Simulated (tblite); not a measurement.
Parent: `[CH3:1][O:2][C@H:3]1[CH:4]=[C:5]([F:6])[SiH2:7][O:8]1` with C1–O2–C3–C4 176°, C4H7FO2Si.

The geometries are computed with GFN2-xTB (gas phase). One conformer each, not checked by frequencies here.

| coordinate of the parent | value |
| --- | --- |
| C1–O2 | 1.414 Å |
| O2–C3 | 1.388 Å |
| C3–C4 | 1.501 Å |
| C4=C5 | 1.326 Å |
| C5–F6 | 1.344 Å |
| C5–Si7 | 1.893 Å |
| Si7–O8 | 1.637 Å |
| C3–O8 | 1.408 Å |
| C1–O2–C3 | 114.1° |
| O2–C3–C4 | 108.5° |
| O2–C3–O8 | 111.4° |
| C4–C3–O8 | 109.6° |
| C3–C4–C5 | 113.6° |
| C4–C5–F6 | 122.8° |
| C4–C5–Si7 | 109.5° |
| F6–C5–Si7 | 127.7° |
| C5–Si7–O8 | 90.3° |
| C3–O8–Si7 | 116.4° |

Q: How does the shared frame change in `[CH:1]#[C:2][C:3]1=[C:4]([F:5])[SiH2:6][O:7][C@@H:8]1[O:9][CH3:10]` with O7–C8–O9–C10 66°, C6H7FO2Si? Atoms pair as C1 = C10, O2 = O9, C3 = C8, C4 = C3, C5 = C4, F6 = F5, Si7 = Si6, O8 = O7 (parent first).

A: 
```csv
parent,relative,value in the relative,change
C1–O2,C10–O9,1.413 Å,-0.001
O2–C3,O9–C8,1.388 Å,0.000
C3–C4,C8–C3,1.514 Å,+0.013
C4=C5,C3=C4,1.340 Å,+0.014
C5–F6,C4–F5,1.343 Å,-0.001
C5–Si7,C4–Si6,1.887 Å,-0.006
Si7–O8,Si6–O7,1.640 Å,+0.003
C3–O8,C8–O7,1.404 Å,-0.004
C1–O2–C3,C10–O9–C8,114.0°,-0.1
O2–C3–C4,O9–C8–C3,107.9°,-0.6
O2–C3–O8,O9–C8–O7,111.3°,-0.1
C4–C3–O8,C3–C8–O7,109.6°,0.0
C3–C4–C5,C8–C3–C4,112.8°,-0.8
C4–C5–F6,C3–C4–F5,122.9°,+0.1
C4–C5–Si7,C3–C4–Si6,109.6°,+0.1
F6–C5–Si7,F5–C4–Si6,127.6°,-0.1
C5–Si7–O8,C4–Si6–O7,90.6°,+0.3
C3–O8–Si7,C8–O7–Si6,116.2°,-0.2
```

Of the parent's bonds, C3–C4 and C4–C5 change most and about equally (+0.013 to +0.014 Å). Bonds of the relative outside the shared frame: C1≡C2 1.202, C2–C3 1.403 Å. Point group C1 → C1.

Q: How does the shared frame change in `[CH2:1]=[CH:2][C@:3]1([O:4][CH3:5])[CH:6]=[C:7]([F:8])[SiH2:9][O:10]1` with C1–C2–C3–O4 -133°, C2–C3–O4–C5 62°, C6H9FO2Si? Atoms pair as C1 = C5, O2 = O4, C3 = C3, C4 = C6, C5 = C7, F6 = F8, Si7 = Si9, O8 = O10 (parent first).

A: 
```json
{"parent": "C1–O2", "relative": "C5–O4", "value in the relative": "1.414 Å", "change": "0.000"}
{"parent": "O2–C3", "relative": "O4–C3", "value in the relative": "1.402 Å", "change": "+0.014"}
{"parent": "C3–C4", "relative": "C3–C6", "value in the relative": "1.510 Å", "change": "+0.009"}
{"parent": "C4=C5", "relative": "C6=C7", "value in the relative": "1.325 Å", "change": "-0.001"}
{"parent": "C5–F6", "relative": "C7–F8", "value in the relative": "1.345 Å", "change": "+0.001"}
{"parent": "C5–Si7", "relative": "C7–Si9", "value in the relative": "1.891 Å", "change": "-0.002"}
{"parent": "Si7–O8", "relative": "Si9–O10", "value in the relative": "1.633 Å", "change": "-0.004"}
{"parent": "C3–O8", "relative": "C3–O10", "value in the relative": "1.412 Å", "change": "+0.004"}
{"parent": "C1–O2–C3", "relative": "C5–O4–C3", "value in the relative": "114.5°", "change": "+0.4"}
{"parent": "O2–C3–C4", "relative": "O4–C3–C6", "value in the relative": "107.1°", "change": "-1.4"}
{"parent": "O2–C3–O8", "relative": "O4–C3–O10", "value in the relative": "109.9°", "change": "-1.5"}
{"parent": "C4–C3–O8", "relative": "C6–C3–O10", "value in the relative": "109.1°", "change": "-0.5"}
{"parent": "C3–C4–C5", "relative": "C3–C6–C7", "value in the relative": "113.9°", "change": "+0.3"}
{"parent": "C4–C5–F6", "relative": "C6–C7–F8", "value in the relative": "122.7°", "change": "-0.1"}
{"parent": "C4–C5–Si7", "relative": "C6–C7–Si9", "value in the relative": "109.5°", "change": "0.0"}
{"parent": "F6–C5–Si7", "relative": "F8–C7–Si9", "value in the relative": "127.8°", "change": "+0.1"}
{"parent": "C5–Si7–O8", "relative": "C7–Si9–O10", "value in the relative": "90.6°", "change": "+0.3"}
{"parent": "C3–O8–Si7", "relative": "C3–O10–Si9", "value in the relative": "117.0°", "change": "+0.6"}
```

Of the parent's bonds, O2–C3 changes most (+0.014 Å). Bonds of the relative outside the shared frame: C1=C2 1.318, C2–C3 1.513 Å. Point group C1 → C1.
